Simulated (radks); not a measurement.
All-electron atom: the indium ion In22+ in [Ar] 3d9 (the NIST ground configuration).

All-electron calculation, Dirac Kohn-Sham, relativistic LDA (MacDonald-Vosko exchange, VWN5 correlation), spin-unpolarised, spherical densities, finite nucleus; open shells fill j = l - 1/2 first; Fermi nuclear charge, rms radius 4.6156 fm. Program: a radial shooting solver on a logarithmic mesh with Libxc functionals.

Energy parts (eV):
part                       energy
total                 -153497.593
kinetic                161085.506
electron-nucleus      -352643.755
Hartree                 41416.774
exchange-correlation    -3356.119

Orbitals (lengths in bohr, moments of r in powers of bohr; <r^-3> diverges for s and p1/2; r(90%) holds 90 % of the orbital's charge):
| orbital | occ. | eigenvalue (eV) | r(90%) | <r^-3> | small-component weight |
|---|---|---|---|---|---|
| 1s1/2 | 2 | -28285.42 | 0.0535 | - | 3.21e-02 |
| 2s1/2 | 2 | -4825.790 | 0.199 | - | 6.81e-03 |
| 2p1/2 | 2 | -4556.459 | 0.178 | - | 6.83e-03 |
| 2p3/2 | 4 | -4346.538 | 0.185 | 4012 | 6.54e-03 |
| 3s1/2 | 2 | -1426.623 | 0.501 | - | 2.05e-03 |
| 3p1/2 | 2 | -1317.847 | 0.495 | - | 2.00e-03 |
| 3p3/2 | 4 | -1277.527 | 0.509 | 785.9 | 1.93e-03 |
| 3d3/2 | 4 | -1086.900 | 0.482 | 125.4 | 1.82e-03 |
| 3d5/2 | 5 | -1078.328 | 0.486 | 117.5 | 1.80e-03 |

The highest occupied level is 3d5/2 at -1078.3 eV. For comparison, the ionisation energy in NIST's Atomic Spectra Database is 1109 eV (theoretical). In exact Kohn-Sham theory the highest level is minus the ionisation energy, but local and semilocal functionals leave it too shallow, through self-interaction and a potential that decays too fast; potentials with the right tail come closer. Summed over all electrons, <r^2> = 2.205 bohr^2, which gives a Langevin (diamagnetic) susceptibility term of -1.75 x 10^-6 cm^3/mol.

Beside tabulated values, note that spin-unpolarised runs miss the spin-polarisation part of the exchange energy of open shells.
